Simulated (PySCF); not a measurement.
Continuum solvent and chemical shifts

Molfile (atoms numbered from 1):
```
C4H10N2OSi2
     RDKit          3D

 19 19  0  0  0  0  0  0  0  0999 V2000
    2.4602    0.9637   -0.6398 C   0  0  0  0  0  0  0  0  0  0  0  0
    1.3561    0.3305   -0.0595 O   0  0  0  0  0  0  0  0  0  0  0  0
    0.0095   -0.2441   -0.8408 Si  0  0  2  0  0  4  0  0  0  0  0  0
   -1.4709    0.9229   -0.7125 C   0  0  0  0  0  0  0  0  0  0  0  0
   -2.7568    0.0845   -0.5275 C   0  0  2  0  0  0  0  0  0  0  0  0
   -3.8851    0.8328   -0.0087 C   0  0  0  0  0  0  0  0  0  0  0  0
   -4.7792    1.4203    0.4376 N   0  0  0  0  0  0  0  0  0  0  0  0
   -2.2927   -1.4332    0.5513 Si  0  0  0  0  0  4  0  0  0  0  0  0
   -0.6522   -1.6068   -0.0016 N   0  0  0  0  0  0  0  0  0  0  0  0
    2.6492    0.6172   -1.6729 H   0  0  0  0  0  0  0  0  0  0  0  0
    3.3578    0.7484   -0.0393 H   0  0  0  0  0  0  0  0  0  0  0  0
    2.3270    2.0596   -0.6681 H   0  0  0  0  0  0  0  0  0  0  0  0
    0.4350   -0.5410   -2.2456 H   0  0  0  0  0  0  0  0  0  0  0  0
   -1.2974    1.5448    0.1825 H   0  0  0  0  0  0  0  0  0  0  0  0
   -1.5629    1.6145   -1.5649 H   0  0  0  0  0  0  0  0  0  0  0  0
   -3.0624   -0.3420   -1.5001 H   0  0  0  0  0  0  0  0  0  0  0  0
   -3.1455   -2.6159    0.2331 H   0  0  0  0  0  0  0  0  0  0  0  0
   -2.4330   -1.1181    2.0047 H   0  0  0  0  0  0  0  0  0  0  0  0
   -0.0875   -2.4187    0.2242 H   0  0  0  0  0  0  0  0  0  0  0  0
  1  2  1  0
  2  3  1  0
  3  4  1  0
  4  5  1  0
  5  6  1  0
  6  7  3  0
  5  8  1  0
  8  9  1  0
  9  3  1  0
  1 10  1  0
  1 11  1  0
  1 12  1  0
  3 13  1  6
  4 14  1  0
  4 15  1  0
  5 16  1  6
  8 17  1  0
  8 18  1  0
  9 19  1  0
M  END
```

GIAO PBE0/pcSseg-1 in PySCF 2.14.0 with density-fitted response routines on one PBE0-D3(BJ)/def2-SVP conformer, non-relativistic, equivalent nuclei averaged. Solvents enter as an IEF-PCM continuum (cyclohexane with ε = 2.0) around the gas-phase geometry. Shifts are referred to TMS computed in the same medium.

Gas phase, δ in ppm: C6 125.4, C1 52.6, C4 15.0, C5 8.8, Si3 1.6, Si8 -21.6, H13 5.00, H18 4.87, H17 4.84, H10/H11/H12 3.67, H16 1.77, H15 1.33, H14 0.85, H19 0.62. Dipole moment 5.31 D.

Problem. How does each δ change in the continuum?

Solution. 
```csv
atoms,environment,"Δδ, cyclohexane"
C6,nitrile carbon,+3.1
C1,methyl carbon bonded to O,+0.4
C4,sp3 CH2 bonded to Si,0.0
C5,"sp3 CH bonded to Si, α to a nitrile",+0.2
Si3,"silicon bonded to C, N, O, H, in a 5-membered ring",+0.1
Si8,"silicon bonded to C, N, 2 H, in a 5-membered ring",+0.3
H13,"hydrogen on a silicon bonded to C, N, O, in a 5-membered ring",-0.02
H18,"hydrogen on a silicon bonded to C, N, in a 5-membered ring",-0.02
H17,"hydrogen on a silicon bonded to C, N, in a 5-membered ring",0.00
H10/H11/H12,hydrogen on a methyl carbon bonded to O,+0.03
H16,"hydrogen on an sp3 CH bonded to Si, α to a nitrile",+0.17
H15,hydrogen on an sp3 CH2 bonded to Si,+0.09
H14,hydrogen on an sp3 CH2 bonded to Si,+0.04
H19,"hydrogen on a nitrogen bonded to 2 Si, in a 5-membered ring",+0.27
```

Changes are relative to the gas phase. The dipole moment becomes 5.86 D in cyclohexane.

Problem. Which of the listed nuclei move most (in ppm), and what does the model miss? (N and O are left out, as their reference compounds move with the solvent too.)

Solution. C6 (nitrile carbon, +3.1 ppm) in cyclohexane. A continuum only polarises the solute; specific hydrogen bonds, the anisotropy of aromatic solvents and changes of geometry or conformer are outside it.
